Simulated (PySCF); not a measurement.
**Computed properties of Ti(Me)2(H)2 (C2H8Ti), SMILES [CH3][TiH2][CH3], multiplicity 1**

C2H8Ti, SMILES [CH3][TiH2][CH3], multiplicity 1. Geometry: B3LYP-D3(BJ)/def2-SVP. The multiplicity is an assumed one; no other spin state was optimised. The structure was generated by enumeration; whether it is a known compound was not checked. Other conformers were not sampled. All values are computed for the isolated molecule unless a solvent is named; none is compared with measurement here.

**Structure.** The optimised structure has C2v symmetry. All 27 harmonic modes at B3LYP-D3(BJ)/def2-SVP (PySCF) are real, so it is a minimum. With heavy atoms numbered as in [TiH2:1]([CH3:2])[CH3:6], the shortest bond between them is Ti1–C6 at 2.036 Å and the longest Ti1–C2 at 2.036 Å.

**Vibrations.** The strongest infrared lines (harmonic, unscaled, degenerate partners summed) lie at 1670 cm⁻¹ (377 km/mol, H 97 %), 1703 cm⁻¹ (256 km/mol, H 99 %), 621 cm⁻¹ (245 km/mol, H 56 %, Ti 25 %, C 18 %). The softest mode is at 75 cm⁻¹ and the zero-point energy is 49.4 kcal/mol.

**Electronic structure.** CAM-B3LYP/def2-TZVPD (PySCF) places the frontier levels at -9.41 and -0.83 eV, a gap of 8.58 eV, and gives a dipole moment of 1.29 D and a mean polarisability of 73.9 bohr³. PBE/def2-TZVPD (PySCF) at the same geometry gives -6.61 and -3.30 eV, so its gap is 5.27 eV narrower. An orbital gap is neither the optical nor the fundamental gap.

**Excitations.** TDA-PBE0/def2-SVPD (PySCF) has S1 at 3.59 eV (346 nm, f = 0.001, dark); the most intense of the 10 singlets computed lies at 4.76 eV (f = 0.00). T1 (TDA) is at 3.24 eV, 0.35 eV under S1. TDA-PBE/def2-SVPD (PySCF) puts S1 at 3.32 eV. No vertical singlet excitation falls in the visible range (under 3.1 eV).

**NMR.** GIAO shifts at KT2/pcSseg-1 (PySCF) (non-relativistic, atoms alike by connectivity averaged): ¹³C at 100.3 ppm against TMS; ¹H from 3.4 to 10.0 ppm against TMS.
